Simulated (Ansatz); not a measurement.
`Fc1ccc[se]1`, relaxed with RKS PBE-D4/def2-SVP in Ansatz 0.2.0 from a rough embedded geometry. The force threshold is 0.03 eV/Å; the program also tests the step.

The species carries charge 0 and has multiplicity 1.

Start:

```xyz
9

F     0.997   -1.202   -2.296
C     0.547   -0.327   -1.303
C     0.019   -0.844   -0.136
C    -0.333   -0.066    0.833
C    -0.325    1.331    0.694
Se    0.448    1.502   -1.051
H     0.014   -1.954   -0.021
H    -0.751   -0.456    1.761
H    -0.616    2.017    1.518
```

Task: By how much does the energy fall, and how many steps does the optimiser take? (An estimate is asked.)

Result: Computed: 1.27 eV, in 6 steps.

Task: Which bonds change most? (An estimate is asked.)

Result: The calculation gave: C3–C4 from 1.292 to 1.435 Å; F1–C2 from 1.398 to 1.332 Å; C2–Se6 from 1.849 to 1.890 Å; C5–Se6 from 1.916 to 1.879 Å.

Task: Give the relaxed structure. (Best estimate.)

Result: The calculation gave: 
```xyz
9

F     0.989   -0.914   -2.324
C     0.518   -0.344   -1.216
C     0.043   -0.991   -0.103
C    -0.396   -0.095    0.928
C    -0.273    1.246    0.645
Se    0.455    1.539   -1.062
H     0.010   -2.086   -0.034
H    -0.803   -0.455    1.884
H    -0.543    2.099    1.281
```
